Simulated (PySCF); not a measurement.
# Mayer bond orders and bond lengths

Compound: C10H20.
SMILES with atom numbers: `[CH3:1][C:2]([CH3:3])([CH3:4])[CH:5]1[CH2:6][CH2:7][CH2:8][CH2:9][CH2:10]1` (hydrogens: H11, H12, H13 on C1; H14, H15, H16 on C3; H17, H18, H19 on C4; H20 on C5; H21, H22 on C6; H23, H24 on C7; H25, H26 on C8; H27, H28 on C9; H29, H30 on C10)

Cartesian coordinates in Å at the PBE0-D3(BJ)/def2-SVP level; atoms count from 1:
```xyz
30
C10H20 angstrom
C     -1.739   -0.113    1.666
C     -1.706   -0.052    0.136
C     -2.426    1.220   -0.324
C     -2.478   -1.252   -0.424
C     -0.251   -0.061   -0.416
C      0.535   -1.339   -0.101
C      1.907   -1.348   -0.768
C      2.729   -0.125   -0.381
C      1.959    1.157   -0.672
C      0.587    1.155   -0.005
H     -2.780   -0.103    2.026
H     -1.269   -1.031    2.050
H     -1.227    0.747    2.122
H     -2.366    1.338   -1.419
H     -3.492    1.179   -0.050
H     -2.006    2.127    0.137
H     -3.541   -1.189   -0.145
H     -2.422   -1.282   -1.525
H     -2.097   -2.209   -0.040
H     -0.354   -0.017   -1.519
H     -0.029   -2.230   -0.414
H      0.670   -1.424    0.993
H      2.447   -2.274   -0.510
H      1.775   -1.363   -1.865
H      3.697   -0.125   -0.907
H      2.961   -0.171    0.698
H      1.829    1.262   -1.765
H      2.537    2.037   -0.345
H      0.722    1.151    1.091
H      0.061    2.089   -0.250
```

Bond orders from the PBE0/pcSseg-1 density (PySCF). The structure is a single PBE0-D3(BJ)/def2-SVP conformer in the gas phase; no vibrational or solvent corrections.

(1) How far do the computed orders between heavy atoms stray from the drawn ones?

(2) Give the Mayer order of every bond between heavy atoms, beside its length.

Answers

(1) The largest departure is 0.051, at C6–C7 (drawn single, 1.051) and C9–C10 (drawn single, 1.051).

(2) 
```tsv
bond	drawn as	length (Å)	Mayer order
C1–C2	single	1.532	1.003
C2–C3	single	1.533	1.032
C2–C4	single	1.533	1.032
C2–C5	single	1.556	0.971
C5–C6	single	1.533	1.003
C6–C7	single	1.526	1.051
C7–C8	single	1.523	1.040
C8–C9	single	1.523	1.040
C9–C10	single	1.526	1.051
C10–C5	single	1.533	1.003
```

Bonds between the same two heavy elements. C–C: lowest C2–C5 (0.971, 1.556 Å), highest C6–C7 and C9–C10 (1.051, 1.526 Å). Bonds named together lie within 0.004.

**Question.** And the bonds to hydrogen?

**Answer.** C–H: 0.93 to 0.96 (20 bonds).

**Question.** Sum the orders of all bonds at each heavy atom with more than one neighbour and set the sums beside the valence in the SMILES.

**Answer.** C1 3.886 (drawn 4), C2 4.038 (drawn 4), C3 3.910 (drawn 4), C4 3.910 (drawn 4), C5 3.905 (drawn 4), C6 3.934 (drawn 4), C7 3.989 (drawn 4), C8 3.980 (drawn 4), C9 3.989 (drawn 4), C10 3.934 (drawn 4). Orders between atoms that aren't bonded are not in these sums.

For a closed shell the Mayer order of atoms A and B is Σ (PS)μν (PS)νμ over the basis functions μ on A and ν on B, with P the density and S the overlap matrix.

The run behind these numbers computed NMR shieldings as well. The run took 74 s of wall time on one thread of an Arm Neoverse V2, on a shared host.
